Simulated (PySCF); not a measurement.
# Computed records: GeH4OSi, GeH6Si2

All values are calculated (PySCF 2.14.0). Calculation on a computer-drawn molecule: the log of a Hartree-Fock and frozen-core CCSD(T) single point meant for a local Hartree-Fock minimum, with one planted fault or none, to be diagnosed. Offsets are logged minus clean, where the clean run is the same molecule without the fault. The reference is restricted for singlets and unrestricted otherwise, and also for a bond in bohr or an excited solution. Adding or removing an electron swaps singlet and doublet. The excited solution moves the top pair (singlet) or top alpha electron (doublet) to the lowest empty orbital. Highest occupied and lowest empty are orbital energies over both spins, largest force is the largest gradient component, triples share is (T) over the correlation energy, the T1 limit is 0.02 restricted and 0.045 unrestricted, electrons count all cores, a negative frequency is imaginary (commonest isotopes), and the dipole is about the centre of nuclear charge; on germanium a core potential holds 10 electrons, which the energies leave out, and 3d is frozen in MP2 and coupled-cluster steps.

Common to all runs: meant charge 0; meant multiplicity 1; meant basis cc-pV(D+d)Z; meant basis and core potential on germanium cc-pVDZ-PP ECP10MDF; logged SCF converged yes; logged CC converged yes; logged SCF stable within its kind yes; possible faults no fault, one electron removed, one electron added, multiplicity raised by two, geometry at a saddle point, SCF held on an excited solution, minimal basis STO-3G, one bond length entered in bohr, all coordinates scaled.

```yaml
- entry: 1
  formula: GeH4OSi
  logged_structure:
    atoms_angstrom:
      - [Si, 0.9668, -1.4452, 1.851]
      - [O, 0.7558, 0.1444, 1.7961]
      - [Ge, 0.1258, 1.3715, 0.7279]
      - [H, 1.5913, -1.5253, 3.2033]
      - [H, -0.3638, 0.7115, -0.5193]
      - [H, 1.2467, 2.31, 0.4407]
      - [H, -0.9846, 2.0479, 1.4554]
  given:
    logged_electrons: 58
    logged_basis_functions: 80
    logged_spin_squared: 0.0
    "logged_highest_occupied [eV]": -8.4475
    "logged_lowest_empty [eV]": 1.5816
    "logged_largest_force [hartree/bohr]": 0.025731
    logged_T1_diagnostic: 0.015547
    logged_D1_diagnostic: 0.04605
    logged_triples_share: 0.024097
    "logged_dipole_magnitude [debye]": 1.7106
    "logged_energy_HF [hartree]": -659.50087
    "logged_energy_CCSD(T) [hartree]": -659.9161
    drawn_bonds_atom: [1, 2, 1, 3, 3, 3]
    drawn_bonds_other_atom: [2, 3, 4, 5, 6, 7]
    drawn_bonds_order: [1, 1, 1, 1, 1, 1]
  results:
    planted_fault: "all coordinates scaled, by -2.3 %"
    "HF_energy_offset_from_clean_run [kcal/mol]": 2.351
    "CCSD(T)_energy_offset_from_clean_run [kcal/mol]": 4.456
- entry: 2
  formula: GeH6Si2
  logged_structure:
    atoms_angstrom:
      - [Si, -0.4852, 2.1082, 0.2209]
      - [Si, 0.1688, -0.0378, -0.6592]
      - [Ge, 2.0656, -0.8853, 0.5791]
      - [H, -0.9962, 1.4764, 1.5004]
      - [H, -0.9319, -1.0313, -0.5433]
      - [H, 0.5608, 0.0399, -2.0901]
      - [H, 3.2063, 0.1424, 0.5948]
      - [H, 2.5942, -2.177, -0.0551]
      - [H, 1.6714, -1.1772, 2.032]
  given:
    logged_electrons: 67
    logged_basis_functions: 99
    logged_spin_squared: 0.7676
    "logged_highest_occupied [eV]": -1.8548
    "logged_lowest_empty [eV]": 6.6957
    "logged_largest_force [hartree/bohr]": 0.020487
    logged_T1_diagnostic: 0.015658
    logged_D1_diagnostic: 0.047011
    logged_triples_share: 0.029133
    "logged_dipole_magnitude [debye]": 7.8969
    "logged_energy_HF [hartree]": -874.70592
    "logged_energy_CCSD(T) [hartree]": -875.07657
    drawn_bonds_atom: [1, 2, 1, 2, 2, 3, 3, 3]
    drawn_bonds_other_atom: [2, 3, 4, 5, 6, 7, 8, 9]
    drawn_bonds_order: [1, 1, 1, 1, 1, 1, 1, 1]
  results:
    planted_fault: "one electron added"
    "HF_energy_offset_from_clean_run [kcal/mol]": -22.12
    "CCSD(T)_energy_offset_from_clean_run [kcal/mol]": -28.13
```
